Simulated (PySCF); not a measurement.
Excitations are Tamm–Dancoff values on a coarser integration grid. The basis has no diffuse functions, so Rydberg states are missing or too high.

Cartesian coordinates (Å):
```xyz
7

O      1.8658    -0.5768     0.0179
Ga     0.1502    -0.1654     0.0038
O     -0.2932     1.5567    -0.0319
O     -1.0053    -1.5059     0.0265
H      2.4456     0.1892     0.0047
H     -1.2308     1.7601    -0.0391
H     -1.9323    -1.2580     0.0182
```
Charge 0, spin multiplicity 1.

Problem. What LUMO, HOMO, total energy, HOMO–LUMO gap, S1 excitation (TDA), dipole moment, S1–T1 gap (TDA) and brightest of the four lowest singlets (TDA) does CAM-B3LYP-D3(BJ)/def2-TZVP (PySCF) give?

Solution. 
The LUMO is -0.09 eV, the HOMO is -10.43 eV and the total energy comes out as -2152.5795 Ha. The HOMO–LUMO gap is 10.33 eV, the S1 excitation (TDA) is 6.54 eV and the dipole moment is 2.79 D. The S1–T1 gap (TDA) comes out as 0.45 eV and the brightest of the four lowest singlets (TDA) comes out as 7.10 eV.
